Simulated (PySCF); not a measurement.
PySCF input file for C3H2F3, SMILES F/C=C/[C](F)F, multiplicity 2, PBE0-D3(BJ)/def2-SVP. The structure is a stationary point at PBE0-D3(BJ)/def2-SVP. The isomer is the one that the SMILES or the coordinates give; other isomers of the formula were not compared. One conformer was computed; it need not be the lowest.

```python
import numpy as np
from pyscf import gto, scf, dft, df
from pyscf.hessian import thermo

mol = gto.M(
    atom='''
    F    -0.19640443    2.63926849    0.00000000
    C     0.33865343    1.42358376    0.00000000
    C    -0.49313516    0.31528911    0.00000000
    C    -0.05898385   -0.98189739    0.00000000
    F    -0.85294080   -2.02358528    0.00000000
    F     1.20768667   -1.32905455    0.00000000
    H     1.42968259    1.40711365    0.00000000
    H    -1.57396206    0.47137557    0.00000000
    ''',
    basis='def2-SVP',
    charge=0,
    spin=1,
    max_memory=1600,
    verbose=3,
)
mf = dft.UKS(mol, xc='pbe0').density_fit(auxbasis='def2-universal-jkfit')
mf.disp = 'd3bj'
mf.grids.level = 3
mf.conv_tol = 1e-11
mf.max_cycle = 100
mf.kernel()
fine, coarse = mf.grids, dft.Grids(mol).set(level=1).build(with_non0tab=True)
for _ in range(3):  # follow internal instabilities
    mf.grids = coarse
    mo, _, stable, _ = mf.stability(return_status=True, nroots=4)
    mf.grids = fine
    if stable:
        break
    mf.kernel(mf.make_rdm1(mo, mf.mo_occ))

# analytic Hessian; the response equations are solved on a coarser grid
h, args, fine = mf.Hessian(), (mf.mo_energy, mf.mo_coeff, mf.mo_occ), mf.grids
h.max_memory = max(150, 2.5e-5 * df.make_auxmol(mol, mf.with_df.auxbasis).nao * mol.nelec[0] * (mol.nelec[0] + mol.nao))  # MB; small integral blocks
h1ao = h.make_h1(mf.mo_coeff, mf.mo_occ)
mf.grids = dft.Grids(mol).set(level=1).build(with_non0tab=True)
mo1, mo_e1 = h.solve_mo1(*args, h1ao)
mf.grids = fine
hess = h.hess_elec(*args, mo1, mo_e1, h1ao) + h.hess_nuc()
if mf.do_disp():
    hess += h.get_dispersion()
for i in range(mol.natm):  # the analytic DFT Hessian lacks the response of the grid: restore translational invariance
    hess[i, i] -= hess[i].sum(axis=0)
hess = (hess + hess.transpose(1, 0, 3, 2)) / 2
vib = thermo.harmonic_analysis(mol, hess, imaginary_freq=False)
thermo.dump_normal_mode(mol, vib)
th = thermo.thermo(mf, vib['freq_au'][vib['freq_au'] > 0], 298.15, 101325)
thermo.dump_thermo(mol, th)
g0 = mf.nuc_grad_method().set(verbose=0).kernel()

# dipole derivatives [dipole axis, atom, xyz] from the same response
r, irp = mol.intor('int1e_r'), mol.intor('int1e_irp').reshape(3, 3, mol.nao, mol.nao)
sl, dm0, ok = mol.aoslice_by_atom(), np.array(mf.make_rdm1()), []
dmu = np.einsum('a,xt->xat', mol.atom_charges(), np.eye(3))
for a, (_, _, p0, p1) in enumerate(sl):
    dmu[:, a] += 2 * np.einsum('xtij,ij->xt', irp[:, :, :, p0:p1], dm0.reshape(-1, mol.nao, mol.nao).sum(0)[:, p0:p1])
    for u, c, occ, f in zip(mo1, mf.mo_coeff, mf.mo_occ, (2, 2)):
        dmu[:, a] -= f * np.einsum('tui,xuv,vi->xt', u[a], r, c[:, occ > 0], optimize=True)
L = vib['norm_mode']
ir = 974.8801 * (np.einsum('xat,kat->kx', dmu, L) ** 2).sum(1)       # km/mol
apt = np.einsum('xax->a', dmu) / 3
print('mode   freq/cm-1   IR/(km/mol)')
for k, w in enumerate(vib['freq_wavenumber']):
    print(f'{k + 1:4d} {w:11.2f} {ir[k]:13.3f}')
print('max |gradient| / (hartree/bohr):', abs(g0).max())
print('APT charges:', apt.round(4))
```

Output:

```

WARN: HOMO -0.128634247295838 >= LUMO -0.128634247295837

converged SCF energy = -414.240644902494  <S^2> = 0.7839955  2S+1 = 2.0337114
<class 'pyscf.df.df_jk.DFUKS'> wavefunction is stable in the internal stability analysis

WARN: DFTD3 does not support analytical Hessian, using finite difference


WARN: Mole.unit (angstrom) is changed to Bohr

Mode                                 0                   1                   2
Irrep
Freq [cm^-1]                      162.5308            176.8985            211.7986
Reduced mass [au]                   9.6219              5.9009              4.1474
Force const [Dyne/A]                0.1498              0.1088              0.1096
Char temp [K]                     233.8456            254.5176            304.7310
Normal mode                   x     y     z       x     y     z       x     y     z
       0   F                -0.11  0.01 -0.00    0.00 -0.00 -0.12   -0.00  0.00  0.02
       1   C                 0.03  0.07  0.00   -0.00 -0.00  0.18    0.00  0.00  0.09
       2   C                 0.11  0.01  0.00   -0.00 -0.00  0.10    0.00  0.00 -0.15
       3   C                 0.06 -0.01  0.00   -0.00  0.00  0.02    0.00 -0.00 -0.13
       4   F                -0.05  0.07 -0.00    0.00 -0.00 -0.02   -0.00  0.00  0.11
       5   F                 0.02 -0.13 -0.00   -0.00  0.00 -0.06   -0.00 -0.00 -0.01
       6   H                 0.03  0.18  0.00   -0.00 -0.00  0.33    0.00  0.00  0.33
       7   H                 0.11 -0.01  0.00   -0.00  0.00  0.03    0.00  0.00 -0.27
Mode                                 3                   4                   5
Irrep
Freq [cm^-1]                      381.0587            398.3605            486.2581
Reduced mass [au]                   4.8320             12.3251              6.0421
Force const [Dyne/A]                0.4134              1.1524              0.8417
Char temp [K]                     548.2586            573.1521            699.6171
Normal mode                   x     y     z       x     y     z       x     y     z
       0   F                 0.00  0.00  0.02   -0.05 -0.14  0.00   -0.04  0.01  0.00
       1   C                -0.00  0.00 -0.01    0.10 -0.06 -0.00    0.11  0.06 -0.00
       2   C                -0.00 -0.00 -0.12    0.04  0.00 -0.00    0.08  0.05 -0.00
       3   C                 0.00 -0.00  0.22   -0.01  0.02  0.00   -0.08 -0.01  0.00
       4   F                 0.00 -0.00 -0.01   -0.05  0.07  0.00    0.05 -0.12  0.00
       5   F                -0.00 -0.00 -0.06    0.01  0.10 -0.00   -0.09  0.02  0.00
       6   H                -0.00 -0.00  0.27    0.10 -0.00  0.00    0.12  0.18 -0.00
       7   H                -0.00 -0.00 -0.26    0.06  0.10 -0.00    0.10  0.23 -0.00
Mode                                 6                   7                   8
Irrep
Freq [cm^-1]                      601.9932            617.5286            859.3920
Reduced mass [au]                   1.5824             12.8031              1.1703
Force const [Dyne/A]                0.3379              2.8766              0.5093
Char temp [K]                     866.1342            888.4862           1236.4738
Normal mode                   x     y     z       x     y     z       x     y     z
       0   F                -0.00 -0.00  0.01   -0.01 -0.07 -0.00   -0.00  0.00  0.01
       1   C                 0.00  0.00 -0.15    0.01 -0.03  0.00   -0.00 -0.00 -0.01
       2   C                 0.00  0.00  0.10   -0.07  0.06  0.00    0.00 -0.00  0.11
       3   C                -0.00  0.00 -0.04   -0.00  0.10 -0.00   -0.00 -0.00 -0.01
       4   F                 0.00 -0.00  0.00    0.13  0.07 -0.00    0.00  0.00  0.01
       5   F                -0.00 -0.00  0.00   -0.08 -0.08 -0.00   -0.00  0.00 -0.01
       6   H                 0.00  0.00  0.77    0.01 -0.09 -0.00   -0.00  0.00 -0.23
       7   H                 0.00  0.00 -0.03   -0.07  0.08  0.00    0.00 -0.00 -0.89
Mode                                 9                  10                  11
Irrep
Freq [cm^-1]                      942.2640           1171.5160           1187.8729
Reduced mass [au]                   3.9384              5.0186              1.8062
Force const [Dyne/A]                2.0602              4.0582              1.5016
Char temp [K]                    1355.7081           1685.5507           1709.0847
Normal mode                   x     y     z       x     y     z       x     y     z
       0   F                -0.01 -0.03  0.00   -0.05  0.08  0.00    0.02 -0.07  0.00
       1   C                 0.02  0.01 -0.00    0.18 -0.04 -0.00    0.01  0.11 -0.00
       2   C                -0.10  0.14  0.00   -0.13 -0.06 -0.00   -0.01  0.08  0.00
       3   C                -0.02  0.03 -0.00   -0.02 -0.00 -0.00    0.03  0.08 -0.00
       4   F                -0.04 -0.06 -0.00    0.00  0.01  0.00   -0.03 -0.06 -0.00
       5   F                 0.12 -0.05  0.00    0.03 -0.01  0.00    0.00 -0.00  0.00
       6   H                 0.01 -0.05 -0.00    0.20 -0.01  0.00    0.02  0.05  0.00
       7   H                -0.06  0.44 -0.00   -0.17 -0.26 -0.00   -0.13 -0.71 -0.00
Mode                                12                  13                  14
Irrep
Freq [cm^-1]                     1273.8456           1405.9942           1527.9869
Reduced mass [au]                   1.3128              7.6442              3.9469
Force const [Dyne/A]                1.2551              8.9033              5.4293
Char temp [K]                    1832.7802           2022.9126           2198.4330
Normal mode                   x     y     z       x     y     z       x     y     z
       0   F                 0.05 -0.04 -0.00   -0.01  0.02 -0.00   -0.01  0.05 -0.00
       1   C                -0.01  0.05  0.00    0.01 -0.06  0.00   -0.03 -0.19  0.00
       2   C                -0.07 -0.06  0.00   -0.04  0.01  0.00    0.07  0.07  0.00
       3   C                -0.02 -0.03  0.00    0.23  0.06  0.00   -0.07  0.09 -0.00
       4   F                 0.01  0.02 -0.00   -0.05 -0.05 -0.00   -0.00 -0.02 -0.00
       5   F                 0.01 -0.00 -0.00   -0.07  0.02  0.00    0.03 -0.01 -0.00
       6   H                -0.00  0.85  0.00    0.02  0.17 -0.00   -0.04  0.36 -0.00
       7   H                -0.06  0.10  0.00   -0.01  0.17  0.00    0.05 -0.23  0.00
Mode                                15                  16                  17
Irrep
Freq [cm^-1]                     1644.8146           3238.5971           3251.3474
Reduced mass [au]                   7.8982              1.0931              1.0910
Force const [Dyne/A]               12.5896              6.7551              6.7950
Char temp [K]                    2366.5219           4659.6202           4677.9650
Normal mode                   x     y     z       x     y     z       x     y     z
       0   F                -0.00  0.00 -0.00   -0.00  0.00  0.00   -0.00  0.00  0.00
       1   C                 0.01 -0.04  0.00   -0.00 -0.00  0.00    0.08  0.00 -0.00
       2   C                -0.02  0.17  0.00    0.08 -0.01 -0.00   -0.00 -0.00 -0.00
       3   C                 0.04 -0.21  0.00   -0.00  0.00 -0.00    0.00 -0.00  0.00
       4   F                 0.02  0.04 -0.00   -0.00 -0.00  0.00   -0.00  0.00  0.00
       5   F                -0.03  0.02 -0.00   -0.00  0.00  0.00   -0.00  0.00  0.00
       6   H                 0.01  0.10  0.00    0.03 -0.00 -0.00   -0.95  0.01  0.00
       7   H                -0.09 -0.18  0.00   -0.94  0.14  0.00   -0.04  0.00 -0.00
temperature 298.1500 [K]
pressure 101325.00 [Pa]
Rotational constants [GHz] 9.88058 1.78598 1.51257
Symmetry number 1
Zero-point energy (ZPE) 0.04452 [Eh]   116875.500 [J/mol]
                           tot       elec      trans        rot        vib
Entropy [J/mol/K]       329.464      5.763    165.546    112.508     45.646
Cv [J/mol/K]             82.209      0.000     12.472     12.472     57.266
Cp [J/mol/K]             90.524      0.000     20.786     12.472     57.266
Internal energy [J/mol]                      3718.434   3718.434 125059.787
Internal energy [Eh]   -414.19018  -414.24064
Enthalpy [J/mol]                             6197.391   3718.434 125059.787
Enthalpy [Eh]          -414.18924
Gibbs free energy [J/mol]                  -43160.198 -29825.942 111450.451
Gibbs free energy [Eh] -414.22665
mode   freq/cm-1   IR/(km/mol)
   1      162.53         3.587
   2      176.90         1.841
   3      211.80         0.021
   4      381.06         1.363
   5      398.36         2.352
   6      486.26         1.424
   7      601.99        16.597
   8      617.53         2.107
   9      859.39        43.258
  10      942.26        93.317
  11     1171.52        83.498
  12     1187.87       120.066
  13     1273.85        16.604
  14     1405.99       206.280
  15     1527.99        25.119
  16     1644.81       220.322
  17     3238.60         4.782
  18     3251.35         6.721
max |gradient| / (hartree/bohr): 0.00017836036927253038
APT charges: [-0.5289  0.4688 -0.1214  1.0244 -0.5506 -0.4621  0.0647  0.1052]
```

The calculation finished and met its thresholds.
